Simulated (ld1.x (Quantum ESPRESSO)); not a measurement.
How hard is this palladium (Pd) TM potential?

ld1.x (Quantum ESPRESSO) 7.5 input, shortened:

```
&input
   title='Pd', zed=46., rel=2, dft='PZ', iswitch=3,
   config='[Kr] 4d8.5 5s0 5p0', rel_dist='average'
 /
 &inputp
   pseudotype=2, tm=.true., lloc=-2, rcloc=1.60,
   nlcc=.true., rcore=0.95
 /
3
5S  1  0   0.00   0.00  2.35  2.35  0.0
5P  2  1   0.00   0.00  3.00  3.00  0.0
4D  3  2   8.50   0.00  2.00  2.00  0.0
 &test
   configts(1)='4d8.5 5s0 5p0'
 /
```

Open shells are filled in proportion to 2j + 1 (rel_dist='average').

The pseudo-atom Hamiltonian at the reference potential is diagonalised in spherical Bessel functions j_l(qr) that vanish at 20 bohr, with q² up to the cutoff. All-electron valence levels (Ry): 5s -1.1634, 5p1/2 -0.7625, 5p3/2 -0.7359, 4d3/2 -1.5664, 4d5/2 -1.5291.

Task: How do the lowest levels (Ry) of each channel move with the cutoff, and are there ghosts?

Result:

```tsv
cutoff (Ry)	s #1	s #2	s #3	p1/2 #1	p1/2 #2	p3/2 #1	p3/2 #2	d3/2 #1	d3/2 #2	d5/2 #1	d5/2 #2	f #1	Σ f·Δε (mRy)
8	-1.1609	-0.3849	-0.2784	-0.7613	-0.2692	-0.7350	-0.2638	-0.6345	-0.2215	-0.6338	-0.2213	-0.1487	7734.5
12	-1.1672	-0.9781	-0.3618	-0.7623	-0.2692	-0.7357	-0.2638	-0.8156	-0.2459	-0.8126	-0.2456	-0.1488	6207.1
15	-1.2048	-1.1509	-0.3620	-0.7623	-0.2693	-0.7358	-0.2640	-0.9284	-0.2582	-0.9228	-0.2577	-0.1489	5261.3
21	-1.3770	-1.1631	-0.3621	-0.7624	-0.2695	-0.7359	-0.2641	-1.2342	-0.2844	-1.2179	-0.2833	-0.1489	2716.5
30	-1.3873	-1.1632	-0.3621	-0.7625	-0.2695	-0.7359	-0.2641	-1.4594	-0.2995	-1.4308	-0.2978	-0.1489	865.2
40	-1.3893	-1.1634	-0.3621	-0.7625	-0.2695	-0.7359	-0.2641	-1.5546	-0.3051	-1.5186	-0.3031	-0.1489	93.7
45	-1.3898	-1.1634	-0.3621	-0.7625	-0.2695	-0.7359	-0.2641	-1.5621	-0.3055	-1.5253	-0.3035	-0.1489	34.0
55	-1.3900	-1.1634	-0.3621	-0.7625	-0.2695	-0.7359	-0.2641	-1.5662	-0.3057	-1.5289	-0.3037	-0.1489	1.8
70	-1.3900	-1.1634	-0.3621	-0.7625	-0.2695	-0.7359	-0.2641	-1.5663	-0.3057	-1.5290	-0.3037	-0.1489	1.1
80	-1.3900	-1.1634	-0.3621	-0.7625	-0.2695	-0.7359	-0.2641	-1.5663	-0.3057	-1.5290	-0.3037	-0.1489	0.7
100	-1.3900	-1.1634	-0.3621	-0.7625	-0.2695	-0.7359	-0.2641	-1.5664	-0.3057	-1.5291	-0.3037	-0.1489	0.2
400	-1.3900	-1.1634	-0.3621	-0.7625	-0.2695	-0.7359	-0.2641	-1.5664	-0.3057	-1.5291	-0.3037	-0.1489	0.0
```

Result: ghost state, extra bound levels that the all-electron valence spectrum of the same l lacks: s at -18.9 eV (a true bound ghost makes a file unfit for plane-wave use); 10 mRy is reached at 50 Ry and 1 mRy at 80 Ry.

1 of 7 tests not solved or not reliable.
